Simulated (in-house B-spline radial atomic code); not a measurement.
# OLYP excitations of neutral palladium

Method: OLYP. Computed with an all-electron radial atomic-structure program (B-spline basis): linear response of the closed shell [Kr] 4d10 with the functional's adiabatic kernel; scalar-relativistic (spin-free one-electron X2C), finite nucleus, no spin-orbit coupling, no double excitations, S, P, D and F terms only; shells from n = 2 respond. Only terms of natural parity with L up to 3 were computed.

Command:
```bash
python run_td.py task.json out
```
Settings (radii: box in bohr, nucleus in fm):
```
Z                        46
electrons                46
configuration            [Kr] 4d10
hamiltonian              x2c
method                   optx,lyp
box_radius               75
rms_radius               4.5318
intervals                77
```

Cost of the run: 1.9 s on 1 thread of Intel(R) Xeon(R) 6975P-C (Granite Rapids), on a shared host.

The lowest states, in the order of their Tamm-Dancoff energies; the method's threshold (minus the highest occupied level) is 3.873 eV. Labels give the largest channel, * marks a mixed state, and oscillator strengths are full-response dipole values. Semilocal kernels can invert the small singlet-triplet splittings of Rydberg terms. Energies in eV:

```json
{"state": "4d → 5s 3D", "full response": "0.308", "Tamm-Dancoff": "0.517", "oscillator strength": "-"}
{"state": "4d → 5s 1D", "full response": "?", "Tamm-Dancoff": "?", "oscillator strength": "-"}
{"state": "4d → 5p 3F", "full response": "3.304", "Tamm-Dancoff": "3.322", "oscillator strength": "-"}
{"state": "4d → 5p 3P", "full response": "3.325", "Tamm-Dancoff": "3.348", "oscillator strength": "-"}
{"state": "4d → 5p 1F", "full response": "?", "Tamm-Dancoff": "?", "oscillator strength": "-"}
{"state": "4d → 5p 1P", "full response": "3.585", "Tamm-Dancoff": "3.615", "oscillator strength": "0.18"}
```

Q: Where does 4d → 5p 1F lie?

A: At 3.362 eV in full response, 3.365 eV in Tamm-Dancoff.

Q: Where does 4d → 5s 1D lie?

A: At 0.988 eV in full response, 1.014 eV in Tamm-Dancoff.

Q: How large is the singlet-triplet splitting of 4d → 5s (D terms) in Tamm-Dancoff?

A: 0.497 eV, from the unrounded values.

Q: What polarisabilities and dispersion coefficient does the method give?

A: Dipole 30.96 bohr³, quadrupole 671.1 bohr⁵, C6 219.3 hartree·bohr⁶ for two such species. Recommended dipole value: 26.14 ± 0.1 bohr³ (Schwerdtfeger and Nagle, table of static dipole polarizabilities (2023 update)), which includes relativity and correlation.
